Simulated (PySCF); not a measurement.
Which determinant of VI lies lowest?

Unrestricted PBE0; basis V def2-TZVPP, I def2-TZVPP with ECP28; scalar-relativistic core potentials; PySCF 2.14. Outer shells of the fragments: V 3d3 4s2; I 4d10 5s2 5p5.

Followed along the bond (rough minima from three points):

```
2Ms+1        unpaired  ⟨S²⟩ at the start  R at minimum (Å)  Te (eV)
    5  σ ↑, π ↑↑, δ ↑               6.02              2.59     0.00
    5  σ ↑, π ↑, δ ↑↑               6.02              2.58     0.03
    5      σ ↑↑, δ ↑↑               6.03              2.61     0.70
    5  σ ↑↑, π ↑, δ ↑               6.01              2.66     0.73
    5  σ ↑↑, π ↑, δ ↑               6.02              2.64     0.99
    3            δ ↑↑               2.87              2.56     1.12
```

Solutions found at the starting distance of 2.540 Å, counted from the lowest of them; the search is not exhaustive and high or unbound solutions are not listed, so other states can lie among these:

| 2Ms+1 | unpaired | term | E (eV) | ⟨S²⟩ | ⟨Lz²⟩ | μ (D) |
| --- | --- | --- | --- | --- | --- | --- |
| 5 | σ ↑, π ↑↑, δ ↑ | ⁵Δ | 0.00 | 6.02 | 4.00 | -4.93 |
| 5 | σ ↑, π ↑, δ ↑↑ | mixed | 0.03 | 6.02 | 1.30 | -4.98 |
| 5 | σ ↑↑, δ ↑↑ | ⁵Σ⁻ | 0.72 | 6.03 | 0.00 | -1.23 |
| 5 | σ ↑↑, π ↑, δ ↑ | mixed | 0.77 | 6.01 | 3.47 | -2.06 |
| 5 | σ ↑↑, π ↑, δ ↑ | mixed | 1.02 | 6.02 | 5.01 | -1.65 |
| 3 | δ ↑↑ | mixed | 1.11 | 2.87 | 0.00 | -1.33 |
| 3 | σ ↑, π ↑↓, δ ↑ | mixed | 1.15 | 3.01 | 6.00 | -4.90 |
| 3 | σ ↑, π ↓, δ ↑↑ | mixed | 1.25 | 3.01 | 1.07 | -5.27 |
| 3 | π ↑, δ ↑ | mixed | 1.31 | 2.71 | 5.14 | -2.64 |
| 1 | σ ↑, π ↓, δ ↑↓ | mixed | 1.35 | 1.91 | 7.53 | -4.91 |
| 1 | σ ↓, π ↑↓, δ ↑ | mixed | 1.59 | 2.00 | 6.01 | -4.11 |
| 3 | σ ↑↑, π ↓, δ ↑ | mixed | 1.88 | 3.01 | 4.18 | -1.74 |
| 1 | π ↓, δ ↑ | mixed | 1.88 | 1.55 | 5.33 | -3.14 |
| 1 | σ ↓, π ↓, δ ↑↑ | mixed | 2.01 | 1.99 | 1.23 | -4.35 |

A term symbol is given only where ⟨S²⟩ and ⟨Lz²⟩ are close to those of a pure state; real π, δ and φ orbitals otherwise mix terms. A positive dipole means V(−)I(+).

Spin–orbit coupling is left out. The state is the lowest single determinant that the PBE0 search found; with open d or f shells the true ground state can be another one.
